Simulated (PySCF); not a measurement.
# Electronic structure of N³⁺ (nitrogen, charge +3) at the UHF level

Configuration: [He] 2s2, closed-shell 1S. All numbers are calculated (PySCF 2.14, scalar relativity by spin-free X2C-1e, in jorge-DZP-DKH (4s2p1d, 15 functions)).

```json
{"Total energy": "-51.103132 hartree", "One-electron energy": "-60.4043 hartree", "Hartree (Coulomb) energy": "14.4372 hartree", "Exchange energy": "-5.1361 hartree", "⟨S²⟩": "0.0000", "⟨L²⟩": "0.000", "Sum of ⟨r⟩": "2.682 bohr", "Sum of ⟨r²⟩": "3.065 bohr²", "Langevin diamagnetic susceptibility": "-2.43 ×10⁻⁶ cm³/mol", "Time after the integrals": "0.03 s of wall time on 1 thread of Intel(R) Xeon(R) Platinum 8375C CPU @ 2.90GHz (shared host)"}
```

```json
{"shell": "1s", "electrons": "2", "mean orbital energy (eV)": "-493.49", "rms radius, mean of both spins (bohr)": "0.263"}
{"shell": "2s", "electrons": "2", "mean orbital energy (eV)": "-75.253", "rms radius, mean of both spins (bohr)": "1.21"}
```
